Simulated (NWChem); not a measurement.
CaO; SMILES [O]=[Ca]

```xyz
2

Ca     0.0000     0.0000    -0.5161
O      0.0000     0.0000     1.3070
```
Atoms are numbered in this order, from 1.

Computed with NWChem. All runs use the structure optimised with PBE-D3(BJ)/def2-SVP. GIAO values for the isolated, static molecule; σ is the absolute isotropic shielding.

**Question.** What does the run give for PBE0/pcSseg-2? Quantities: σ Ca1 (ppm); σ O2 (ppm).

**Answer.** 
```
Item          Value
-----------  ------
σ Ca1 (ppm)  1223.9
σ O2 (ppm)   -508.5
```
